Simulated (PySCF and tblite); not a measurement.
The numbers below are computed, except where a source is named.
# Conformers and averaged properties: C₄H₈F₂Si, numbered as in [F:1][C@H:2]1[CH2:3][SiH2:4][CH2:5][C@@H:6]1[F:7]

Geometries PBE0-D3(BJ)/def2-SVP; weights from PBE0-D3(BJ)/def2-SVP, grid level 3 energies and GFN2-xTB thermal corrections, with symmetry numbers and mirror pairs. Conformers within 2.5 kcal/mol (GFN2-xTB free energy) were kept, 4 at most. GIAO shieldings: PBE0/def2-SVP, grid level 3. (PySCF 2.14, tblite 0.8.)

The 5-ring runs over atoms 2–3–4–5–6.

| conformer | shape | symmetry | E(GFN2) kcal/mol | E(DFT) kcal/mol | G(298.15 K) kcal/mol | weight % | dipole D |
| --- | --- | --- | --- | --- | --- | --- | --- |
| 1 | 5-ring twist (ring torsions 13, 14, -38, 52, -38°) | C2 | 0.00 | 0.00 | 0.00 | 96.0 | 0.08 |
| 2 | 5-ring twist (ring torsions -13, -14, 37, -51, 36°) | C2 | 1.27 | 1.84 | 1.88 | 4.0 | 2.56 |

Weights (%) against temperature:

```tsv
T (K)	1	2	S(mix) cal/mol/K
250	97.8	2.2	0.21
298.15	96.0	4.0	0.34
350	93.6	6.4	0.47
```

Coordinates of conformer 1 (Å):

```xyz
15

F    -0.452   -0.946    1.780
C    -0.533   -1.103    0.409
C    -1.413   -0.007   -0.175
Si   -0.261    1.510   -0.211
C     1.325    0.507    0.112
C     0.886   -0.929   -0.136
F     0.818   -1.157   -1.498
H    -0.913   -2.119    0.204
H    -1.700   -0.279   -1.202
H    -2.333    0.104    0.417
H    -0.277    2.213   -1.529
H    -0.538    2.512    0.860
H     1.625    0.618    1.165
H     2.191    0.759   -0.516
H     1.572   -1.674    0.301
```

Coordinates of conformer 2 (Å):

```xyz
15

F     0.509    2.482    0.086
C     0.321    1.184   -0.323
C     1.381    0.254    0.247
Si    0.570   -1.463    0.160
C    -1.171   -0.790   -0.199
C    -1.054    0.693    0.117
F    -2.037    1.425   -0.503
H     0.341    1.178   -1.430
H     2.347    0.356   -0.266
H     1.542    0.522    1.305
H     1.088   -2.330   -0.939
H     0.679   -2.211    1.448
H    -1.996   -1.270    0.345
H    -1.383   -0.897   -1.277
H    -1.141    0.875    1.206
```
